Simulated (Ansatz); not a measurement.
Born–Oppenheimer molecular dynamics of F2GeH3O (7 atoms, charge 0, multiplicity 2). It starts at the highest image of a converged band. Of that band: Beside the main top the profile has a ripple of under 15 meV (maxima at images 1, 4), which may be a very shallow well or noise. A vibrational analysis at the climbing image gives one clearly imaginary mode, 44i cm⁻¹: a first-order saddle point.

All numbers below come from UKS revPBE-D4/def2-SVP (Ansatz 0.2.0).

| Quantity | Value |
| --- | --- |
| ensemble | NVE (velocity Verlet) |
| time step | 0.5 fs |
| steps asked | 200 |
| starting velocities drawn for | 300 K |
| seed | 11857 |

Frames 0.5 fs apart, positions in Å, forces in eV/Å.

Velocities at 60 fs (Å/ps):

```
Ge 1.06 0.52 0.00
F -2.85 0.74 2.46
H 0.29 -23.19 16.59
F -2.21 -1.29 -2.65
H 7.47 15.95 -10.78
O 0.33 -1.87 -0.17
H 6.38 9.77 0.69
```

```xyz
7
Properties=species:S:1:pos:R:3:forces:R:3 time_fs=60 energy_less_start_eV=0.086 T=167
Ge -0.074 -0.135 0.172 -1.13 -0.84 0.61
F -1.291 -0.181 1.536 0.65 -0.01 -0.86
H 1.302 0.027 0.825 0.12 0.15 -0.08
F -0.601 1.269 -0.719 0.11 0.30 -0.10
H -0.390 -1.378 -0.760 0.16 0.42 0.40
O 0.667 -0.251 3.421 -0.47 0.13 0.08
H -0.303 -0.029 3.274 0.56 -0.15 -0.06
7
Properties=species:S:1:pos:R:3:forces:R:3 time_fs=60.5 energy_less_start_eV=0.089 T=163
Ge -0.074 -0.135 0.172 -1.12 -0.80 0.67
F -1.292 -0.181 1.537 0.67 -0.01 -0.89
H 1.302 0.016 0.833 0.09 0.17 -0.10
F -0.602 1.268 -0.721 0.13 0.30 -0.08
H -0.387 -1.369 -0.765 0.14 0.37 0.38
O 0.667 -0.252 3.421 -0.38 0.11 0.10
H -0.299 -0.024 3.274 0.47 -0.14 -0.08
7
Properties=species:S:1:pos:R:3:forces:R:3 time_fs=61 energy_less_start_eV=0.091 T=160
Ge -0.073 -0.134 0.172 -1.10 -0.75 0.73
F -1.294 -0.180 1.538 0.70 -0.01 -0.91
H 1.302 0.005 0.841 0.05 0.19 -0.12
F -0.603 1.268 -0.722 0.15 0.30 -0.07
H -0.382 -1.360 -0.769 0.12 0.30 0.34
O 0.667 -0.253 3.421 -0.24 0.08 0.12
H -0.294 -0.020 3.274 0.33 -0.11 -0.09
7
Properties=species:S:1:pos:R:3:forces:R:3 time_fs=61.5 energy_less_start_eV=0.093 T=156
Ge -0.073 -0.134 0.172 -1.08 -0.68 0.80
F -1.295 -0.180 1.539 0.72 -0.02 -0.94
H 1.303 -0.006 0.849 0.02 0.20 -0.14
F -0.604 1.267 -0.723 0.16 0.30 -0.05
H -0.378 -1.350 -0.773 0.09 0.21 0.30
O 0.667 -0.254 3.421 -0.07 0.04 0.14
H -0.289 -0.016 3.274 0.16 -0.07 -0.12
7
Properties=species:S:1:pos:R:3:forces:R:3 time_fs=62 energy_less_start_eV=0.097 T=150
Ge -0.073 -0.134 0.172 -1.04 -0.59 0.88
F -1.296 -0.180 1.540 0.74 -0.02 -0.96
H 1.304 -0.016 0.856 -0.02 0.21 -0.16
F -0.605 1.266 -0.725 0.18 0.30 -0.03
H -0.373 -1.339 -0.775 0.06 0.12 0.24
O 0.667 -0.255 3.421 0.12 -0.01 0.17
H -0.283 -0.012 3.274 -0.04 -0.02 -0.14
7
Properties=species:S:1:pos:R:3:forces:R:3 time_fs=62.5 energy_less_start_eV=0.103 T=142
Ge -0.072 -0.134 0.172 -1.01 -0.50 0.96
F -1.297 -0.179 1.540 0.76 -0.02 -0.98
H 1.304 -0.026 0.863 -0.06 0.23 -0.19
F -0.606 1.266 -0.726 0.20 0.30 -0.01
H -0.368 -1.329 -0.777 0.03 0.02 0.18
O 0.667 -0.256 3.421 0.30 -0.05 0.20
H -0.277 -0.008 3.273 -0.23 0.03 -0.17
7
Properties=species:S:1:pos:R:3:forces:R:3 time_fs=63 energy_less_start_eV=0.110 T=131
Ge -0.072 -0.134 0.173 -0.97 -0.40 1.05
F -1.298 -0.179 1.541 0.77 -0.02 -0.99
H 1.305 -0.035 0.870 -0.09 0.24 -0.20
F -0.607 1.266 -0.727 0.21 0.30 0.01
H -0.363 -1.318 -0.778 0.00 -0.09 0.10
O 0.667 -0.257 3.421 0.47 -0.10 0.23
H -0.271 -0.004 3.272 -0.39 0.08 -0.19
7
Properties=species:S:1:pos:R:3:forces:R:3 time_fs=63.5 energy_less_start_eV=0.117 T=119
Ge -0.072 -0.134 0.173 -0.93 -0.30 1.13
F -1.299 -0.179 1.541 0.79 -0.03 -1.00
H 1.305 -0.043 0.876 -0.12 0.26 -0.22
F -0.608 1.265 -0.729 0.23 0.29 0.03
H -0.358 -1.307 -0.780 -0.03 -0.20 0.03
O 0.667 -0.258 3.421 0.58 -0.13 0.24
H -0.266 0.000 3.270 -0.51 0.11 -0.21
7
Properties=species:S:1:pos:R:3:forces:R:3 time_fs=64 energy_less_start_eV=0.125 T=106
Ge -0.071 -0.134 0.173 -0.90 -0.19 1.21
F -1.299 -0.178 1.542 0.80 -0.03 -1.01
H 1.305 -0.051 0.881 -0.14 0.27 -0.23
F -0.609 1.265 -0.730 0.24 0.29 0.05
H -0.353 -1.297 -0.781 -0.06 -0.31 -0.05
O 0.667 -0.259 3.421 0.63 -0.15 0.25
H -0.263 0.005 3.268 -0.57 0.13 -0.22
7
Properties=species:S:1:pos:R:3:forces:R:3 time_fs=64.5 energy_less_start_eV=0.133 T=95
Ge -0.071 -0.133 0.173 -0.87 -0.10 1.27
F -1.300 -0.178 1.542 0.80 -0.03 -1.02
H 1.305 -0.058 0.886 -0.16 0.28 -0.24
F -0.610 1.264 -0.731 0.25 0.28 0.07
H -0.348 -1.287 -0.782 -0.09 -0.41 -0.12
O 0.668 -0.260 3.421 0.61 -0.15 0.25
H -0.261 0.009 3.265 -0.55 0.12 -0.22
7
Properties=species:S:1:pos:R:3:forces:R:3 time_fs=65 energy_less_start_eV=0.139 T=85
Ge -0.071 -0.133 0.173 -0.85 -0.01 1.32
F -1.300 -0.178 1.542 0.80 -0.03 -1.03
H 1.304 -0.065 0.890 -0.16 0.30 -0.25
F -0.611 1.264 -0.733 0.27 0.27 0.09
H -0.344 -1.279 -0.784 -0.12 -0.50 -0.18
O 0.668 -0.261 3.422 0.52 -0.12 0.24
H -0.260 0.015 3.262 -0.46 0.10 -0.20
7
Properties=species:S:1:pos:R:3:forces:R:3 time_fs=65.5 energy_less_start_eV=0.145 T=77
Ge -0.071 -0.133 0.174 -0.84 0.06 1.36
F -1.301 -0.177 1.542 0.80 -0.03 -1.03
H 1.303 -0.070 0.894 -0.16 0.31 -0.25
F -0.611 1.264 -0.734 0.28 0.26 0.11
H -0.340 -1.272 -0.786 -0.14 -0.58 -0.23
O 0.669 -0.262 3.422 0.38 -0.08 0.21
H -0.261 0.020 3.259 -0.32 0.05 -0.18
```

Of the whole run (100 fs, mean temperature of the second half 157 K): The conserved energy stayed within 0.055 meV per atom of its start (net change 0.022 meV per atom), so the integration is sound. A run of 0.1 ps of so small a system gives no equilibrium averages.

Run time: 8.7 min on 4 threads of Arm Neoverse V2 (shared host), peak memory 0.2 GiB.
